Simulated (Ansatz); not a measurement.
Reaction (isomerisation): `BO[SiH2][SiH2]O` → `OB([SiH3])O[SiH3]`

Gas-phase electronic energies from Ansatz, PBE0-D4/def2-TZVP geometries. CBS: MP2 limit from def2 TZ/QZ plus the TZ coupled-cluster correction, frozen cores. Functionals use def2-TZVPP. One conformer a species, not always the lowest.

| level | ΔE (kJ/mol) | difference from CCSD(T)/CBS |
| --- | --- | --- |
| PBE-D4 | -57.1 | -7.3 |
| r2SCAN-D4 | -55.7 | -5.9 |
| ωB97X-V | -51.7 | -1.9 |
| PBE | -56.0 | -6.2 |
| r2SCAN | -55.5 | -5.7 |
| SCS-MP2/def2-TZVPP | -49.1 | 0.7 |
| CCSD(T)/def2-TZVPP | -54.6 | -4.8 |
| SCS-MP2/def2-QZVPP | -46.0 | 3.8 |
| MP2/CBS(def2) | -46.7 | 3.1 |
| CCSD/CBS(def2) | -47.5 | 2.3 |
| CCSD(T)/CBS | -49.8 | 0 |

Largest T1 diagnostic among the species: 0.014.

In def2-TZVPP, CCSD(T) changes the Hartree–Fock value by −11.6 kJ/mol (the triples alone add −2.3 kJ/mol) and MP2 by −8.5 kJ/mol.

CCSD(T)/CBS has its own doubt, a few kJ/mol and more with outer-core shells, so smaller differences from it don't rank the levels.
